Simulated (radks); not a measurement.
Question: Excited configurations of N: one electron is placed in a higher orbital outside [He] 2s2 2p2. The ground configuration is [He] 2s2 2p3. Calculated with a radial shooting solver on a logarithmic mesh with Libxc functionals: scalar-relativistic Kohn-Sham, BLYP, spin-polarised, spherical densities, point nucleus; open shells are filled with parallel spins first. Excitation = E - E(ground); binding = E(ion) - E, where the ion is the core of charge +1; n* = 1/sqrt(2 binding) in atomic units, and the quantum defect is n - n*.

| outer orbital | excitation (eV) | binding (eV) | n* | quantum defect | eigenvalue (eV) | <r> (bohr) |
|---|---|---|---|---|---|---|
| 3s | 10.562 | 4.167 | 1.807 | 1.193 | -2.278 | 5.065 |
| 6d | 14.178 | 0.550 | 4.973 | 1.027 | -0.356 | 43.45 |

Estimate the row for 6s.

Answer: excitation (eV) 13.960; binding (eV) 0.769; n* 4.207; quantum defect 1.793; eigenvalue (eV) -0.494; <r> (bohr) 30.89. The Delta-SCF ionisation energy is 14.729 eV (NIST Atomic Spectra Database: 14.534 eV, measured). Self-interaction in the functional shifts the binding energies and quantum defects, so they are the method's values and not measured ones. Open shells are spherical and high-spin; term and fine-structure splittings are not resolved.
